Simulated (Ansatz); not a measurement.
One change: `[OH][Ge]([OH])([OH])[SiH3]` becomes `[OH][GeH]([OH])[SiH3]`.

Ansatz, PBE0-D4/def2-TZVP geometries, multiplicity 1. Each molecule was computed in one conformer, which needn't be the lowest.

Scalar relativity is left out up to krypton.

| property | `[OH][Ge]([OH])([OH])[SiH3]` |
| --- | --- |
| size of the dipole moment (B3LYP/def2-TZVPP) / D | 0.45 |
| LUMO energy (PBE/def2-TZVPP) / eV | -0.87 |
| HOMO energy (ωB97M-V/def2-TZVPP) / eV | -10.29 |
| LUMO energy (ωB97M-V/def2-TZVPP) / eV | 1.70 |
| LUMO energy (B3LYP/def2-TZVPP) / eV | -0.28 |
| LUMO energy (PBE0/def2-TZVPP) / eV | 0.06 |

Question: What does the change do to each property? (An estimate is asked.)

Answer: Computed: 
| property | `[OH][GeH]([OH])[SiH3]` | shift |
| --- | --- | --- |
| size of the dipole moment (B3LYP/def2-TZVPP) / D | 2.61 | 2.16 |
| LUMO energy (PBE/def2-TZVPP) / eV | -1.19 | -0.32 |
| HOMO energy (ωB97M-V/def2-TZVPP) / eV | -10.03 | 0.26 |
| LUMO energy (ωB97M-V/def2-TZVPP) / eV | 1.32 | -0.38 |
| LUMO energy (B3LYP/def2-TZVPP) / eV | -0.61 | -0.33 |
| LUMO energy (PBE0/def2-TZVPP) / eV | -0.37 | -0.43 |

With PBE0 the HOMO rises by 0.19 eV and the LUMO falls by 0.43 eV, so the gap narrows by about 0.62 eV. PBE moves the HOMO by 0.08 eV and ωB97M-V by 0.26 eV. Dipoles are sizes alone; their direction can turn.

B3LYP here is the variant with VWN-RPA as its local correlation; programs differ in this.
